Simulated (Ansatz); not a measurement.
`[SiH3][GeH2][GaH2]` + NH₃ → `[NH2][GaH2]` + `[SiH3][GeH3]`  (cleavage of the Ga–Ge bond)

Computed with Ansatz on PBE0-D4/def2-TZVP structures; ΔE is electronic, products minus reactants. CCSD(T)/CBS is the MP2 limit (def2-TZVPP, def2-QZVPP) plus CCSD(T) − MP2 in def2-TZVPP, frozen cores. This one scheme is used for every species. Functionals use def2-TZVPP. HSE06 is defined as in plane-wave codes. For Ga, Ge outer-core shells are correlated without core-valence functions, which leaves a few kJ/mol of doubt a bond. Scalar relativity is left out up to krypton.

(1) Is it downhill or uphill in electronic energy at CCSD(T)/CBS, and by how much? (An estimate is asked.)

(2) What do these levels give: PBE-D4, revPBE-D4, PBE0-D4, r2SCAN0-D4, HSE06-D4, BHLYP-D4, HSE06, BHLYP, LC-ωPBE, MP2/def2-SVP, HF/def2-QZVPP, SCS-MP2/def2-QZVPP? (Best estimate.)

Largest T1 diagnostic among the species: 0.014.

Answers

(1) The calculation gave: Downhill: ΔE = -10.7 kJ/mol.

(2) Computed: PBE-D4 -1.8, revPBE-D4 -2.1, PBE0-D4 -1.2, r2SCAN0-D4 -7.0, HSE06-D4 -0.8, BHLYP-D4 -7.1, HSE06 -3.6, BHLYP -13.9, LC-ωPBE -16.0, MP2/def2-SVP -26.2, HF/def2-QZVPP -19.9, SCS-MP2/def2-QZVPP -16.9 kJ/mol.

The D4 term adds +4.5 kJ/mol with B3LYP and +2.8 kJ/mol with PBE0; it sums over pairs of atoms, weighted by their polarisabilities, and B3LYP, whose exchange is more repulsive, gets the larger term. Leaving LDA and LC-ωPBE aside and taking each functional with its dispersion term where it has one, the values, not all of them listed here, spread over 16.1 kJ/mol, from CAM-B3LYP-D4 to HSE06-D4. LDA lies −9.6 kJ/mol from PBE without D4. At CCSD(T), def2-SVP lies −14.1 kJ/mol from the extrapolated value and def2-TZVPP −1.0 kJ/mol.

B3LYP here is the variant with VWN-RPA as its local correlation; programs differ in this.
